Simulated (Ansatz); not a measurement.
Start from `[F][Ge]([Cl])([Cl])[Cl]` and change one element to get `F[Si](Cl)(Cl)Cl`.

Ansatz, PBE0-D4/def2-TZVP geometries, multiplicity 1. 

Scalar relativity is left out up to krypton.

```tsv
property	`[F][Ge]([Cl])([Cl])[Cl]`
HOMO–LUMO gap (PBE0/def2-TZVPP) / eV	7.76
LUMO energy (PBE/def2-TZVPP) / eV	-3.06
LUMO energy (PBE0/def2-TZVPP) / eV	-2.05
zero-point energy (PBE0-D4/def2-TZVP) / kJ/mol	17.8
HOMO–LUMO gap (ωB97M-V/def2-TZVPP) / eV	12.15
size of the dipole moment (B3LYP/def2-TZVPP) / D	0.94
```

**Question.** Give the same properties after the change, and the shifts. (Estimate.)

**Answer.** Ansatz gave: 
```
                                        property  `F[Si](Cl)(Cl)Cl`  shift
            HOMO–LUMO gap (PBE0/def2-TZVPP) / eV               9.37   1.61
               LUMO energy (PBE/def2-TZVPP) / eV              -1.29   1.77
              LUMO energy (PBE0/def2-TZVPP) / eV              -0.26   1.79
  zero-point energy (PBE0-D4/def2-TZVP) / kJ/mol               22.7    4.9
         HOMO–LUMO gap (ωB97M-V/def2-TZVPP) / eV              13.70   1.55
size of the dipole moment (B3LYP/def2-TZVPP) / D               0.55  -0.39
```

With PBE0 the HOMO rises by 0.19 eV and the LUMO rises by 1.79 eV, so the gap widens by about 1.60 eV. PBE moves the HOMO by 0.16 eV and ωB97M-V by 0.22 eV. Dipoles are sizes alone; their direction can turn.

B3LYP here is the variant with VWN-RPA as its local correlation; programs differ in this.
